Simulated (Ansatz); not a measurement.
Ansatz (a program for electronic structure) input (CCSD(T)/def2-SVPD):

Ansatz 0.2 input:
```yaml
crystal:
  periodic: [false, false, false]
  atoms:
    - {symbol: Y, position_ang: [-0.05165255, 0.09391166, 0.22549220]}
    - {symbol: F, position_ang: [-1.59608398, -1.15803817, -0.28261149]}
    - {symbol: F, position_ang: [0.09623841, 1.67458215, -1.07467136]}
    - {symbol: F, position_ang: [1.72367328, -0.92349452, 0.38014998]}
basis:
  gaussian:
    orbitals: def2-SVPD
total_charge: -1
magnetization: {spin_polarized: true, initial_magnetization: 1}
correlation: {method: ccsd_t, electrons: outside_noble_gas}
output: {forces: true}
```

Output:

```
Functional definition: HF
integrals: 0.22 GiB planned
974 factors; integrals over basis functions are off by at most 4.2e-4 eV
mean field: 0.43 GiB planned
mean field evaluation 1: about -9148.3971 eV, gradient 1.8e1 eV
mean field evaluation 2: about -9148.4832 eV, gradient 1.8e1 eV
mean field evaluation 4: about -9150.4563 eV, gradient 1.9e0 eV
mean field evaluation 8: about -9150.5927 eV, gradient 3.0e-1 eV
mean field evaluation 16: about -9150.5963 eV, gradient 3.4e-6 eV
mean field evaluation 32: about -9148.2852 eV, gradient 7.5e-1 eV
mean field evaluation 64: about -9147.7546 eV, gradient 4.9e-3 eV
mean field evaluation 96: about -9147.6070 eV, gradient 7.4e-1 eV
mean field -9150.59626525 eV, -336.2782102510 hartree, gradient 3.4e-6 eV, S^2 0.750389; 2 other end points of the search recorded, 0 dependent functions left out
determinant -9150.59626525 eV, -336.2782102510 hartree, with singles and doubles -9168.67804267 eV, -336.9427033148 hartree
determinant -9148.38632376 eV, -336.1969963991 hartree, with singles and doubles -9166.54722857 eV, -336.8643973409 hartree
determinant -9147.75460471 eV, -336.1737811525 hartree, with singles and doubles -9165.98920100 eV, -336.8438902061 hartree
7 core orbitals not correlated, not the lowest: weight in the atoms' cores, before any rotation towards them, 0.787 or more for the frozen orbitals, at most 0.204 for the correlated occupied ones
reference -9150.59626525 eV, -336.2782102510 hartree; 13, 12 occupied and 83, 84 virtual orbitals, 974 factors
densities: 1.45 GiB planned
second order -18.19481894 eV of doubles, -0.00000000 eV of singles
coupled cluster: 0.98 GiB planned
cycle   1  -18.06208864 eV  change   -2.8e-1 eV  update   4.1e-2
cycle   2  -18.12162558 eV  change   -6.0e-2 eV  update   1.2e-2
cycle   3  -18.12341893 eV  change   -1.8e-3 eV  update   7.1e-3
cycle   4  -18.12787556 eV  change   -4.5e-3 eV  update   2.0e-3
cycle   5  -18.12771013 eV  change    1.7e-4 eV  update   9.2e-4
cycle   6  -18.12784954 eV  change   -1.4e-4 eV  update   3.5e-4
cycle   7  -18.12776680 eV  change    8.3e-5 eV  update   1.2e-4
cycle   8  -18.12776901 eV  change   -2.2e-6 eV  update   3.8e-5
cycle   9  -18.12777514 eV  change   -6.1e-6 eV  update   1.3e-5
cycle  10  -18.12777510 eV  change    3.4e-8 eV  update   5.2e-6
cycle  11  -18.12777612 eV  change   -1.0e-6 eV  update   2.2e-6
cycle  12  -18.12777593 eV  change    1.8e-7 eV  update   1.0e-6
perturbative correction -0.42248808 eV, -0.0155261507 hartree
the calculation of the forces begins
Total energy: -9169.14652927 eV, -336.9599198798 hartree
Atom 0 at    -0.051653     0.093912     0.225492 Å, force    -0.148194     0.269438     0.646951 eV/Å
Atom 1 at    -1.596084    -1.158038    -0.282611 Å, force    -0.418359    -0.376059    -0.203583 eV/Å
Atom 2 at     0.096238     1.674582    -1.074671 Å, force     0.055454     0.417013    -0.425343 eV/Å
Atom 3 at     1.723673    -0.923495     0.380150 Å, force     0.511100    -0.310392    -0.018025 eV/Å
Dipole moment:     0.092347    -0.167900    -0.403148 e Å
```

The spin state was set by rule; other spins were not relaxed.
